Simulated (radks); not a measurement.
Valence configurations of Xe II (all share [Kr]). Calculated with a radial shooting solver on a logarithmic mesh with Libxc functionals: Dirac Kohn-Sham, PBEsol, spin-unpolarised, spherical densities, point nucleus; open shells fill j = l - 1/2 first. Energies are relative to 4d10 5s2 5p5; eigenvalues in eV.

valence           E (eV)  e(4d3/2)  e(4d5/2)  e(5p1/2)  e(5p3/2)  e(5s1/2)
4d10 5s2 5p5       0.000   -70.359   -68.368   -17.936   -16.542   -29.034
4d9.5 5s2 5p5.5   26.615   -73.915   -71.887   -18.727   -17.251   -30.137
4d10 5s1 5p6      12.582   -71.763   -69.768   -18.585   -17.152   -29.823
4d10 5s1.5 5p5.5   6.269   -71.066   -69.073   -18.264   -16.850   -29.433
4d9 5s2 5p6       54.637   -77.467   -75.401   -19.508   -17.950   -31.222

NIST lists [Kr] 4d10 5s2 5p5 as the ground configuration; this level of theory agrees among the configurations tried. The energies are those of spherical spin-averaged densities, not of single terms.
